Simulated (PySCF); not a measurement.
Which determinant of K₂ lies lowest?

Unrestricted PBE0; basis K def2-TZVPP; no relativity; PySCF 2.14. Outer shells of the fragments: K 4s1; K 4s1.

Followed along the bond (rough minima from three points):

| 2Ms+1 | unpaired | ⟨S²⟩ at the start | R at minimum (Å) | Te (eV) |
| --- | --- | --- | --- | --- |
| 1 | none | 0.00 | 4.01 | 0.00 |
| 3 | σ ↑, π ↑ | 2.00 | 3.84 | 1.24 |
| 3 | σ ↑↑ | 2.00 | none in the scan | ≤ 0.47 |

Solutions found at the starting distance of 3.890 Å, counted from the lowest of them; the search is not exhaustive and high or unbound solutions are not listed, so other states can lie among these:

```tsv
2Ms+1	unpaired	term	E (eV)	⟨S²⟩	⟨Lz²⟩
1	none	¹Σ⁺	0.00	0.00	0.00
3	σ ↑↑	³Σ⁺	0.68	2.00	0.00
3	σ ↑, π ↑	³Π	1.24	2.00	1.01
1	σ ↓, π ↑	mixed	1.64	1.00	1.01
3	σ ↑, δ ↑	³Δ	3.05	2.00	4.00
```

A term symbol is given only where ⟨S²⟩ and ⟨Lz²⟩ are close to those of a pure state; real π, δ and φ orbitals otherwise mix terms, and g/u labels are left off.

Counting both spins, an empty level lies below a filled one in some of these solutions, because spin and occupation are held.
